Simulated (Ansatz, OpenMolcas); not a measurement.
A ladder of methods for SnTe (SMILES [Sn][Te])

SnTe has 2 atoms, charge 0, and is taken as a singlet. As SMILES, `[Sn][Te]`. The coordinates come from a PBE0-D4/def2-TZVP relaxation.

```xyz
2

Sn    0.0000    0.0000    0.0094
Te    0.0000    0.0000    2.5273
```

Quantity: the vertical ionisation energy (to the doublet cation), in eV. The values are calculated.

```
                                 level                    kind     program  value (eV)  less CCSD(T)/def2-TZVPPD
       HF/def2-TZVPPD (core potential)            Hartree–Fock      Ansatz        7.43                     -1.23
    SVWN5/def2-TZVPPD (core potential)                     LDA  OpenMolcas        8.92                     +0.26
   revPBE/def2-TZVPPD (core potential)                     GGA      Ansatz        8.53                     -0.13
     TPSS/def2-TZVPPD (core potential)                meta-GGA  OpenMolcas        8.61                     -0.05
    BHLYP/def2-TZVPPD (core potential)           global hybrid      Ansatz        8.39                     -0.27
CAM-B3LYP/def2-TZVPPD (core potential)  range-separated hybrid      Ansatz        8.52                     -0.14
      MP2/def2-TZVPPD (core potential)     perturbation theory      Ansatz        8.76                     +0.10
  CCSD(T)/def2-TZVPPD (core potential)   coupled cluster or CI      Ansatz        8.66                      0.00
     CCSD/def2-TZVPPD (core potential)   coupled cluster or CI      Ansatz        8.47                     -0.19
```

Differences are taken from CCSD(T)/def2-TZVPPD (core potential) for orientation; it has basis-set and higher-order errors of its own. Spin-orbit coupling, which can split open shells on such heavy atoms by tenths of an eV, is left out. The values span 7.43 to 8.92 eV. In the correlated wave-function rows the outer d shell of Sn, Te is correlated, in sets not made for it.
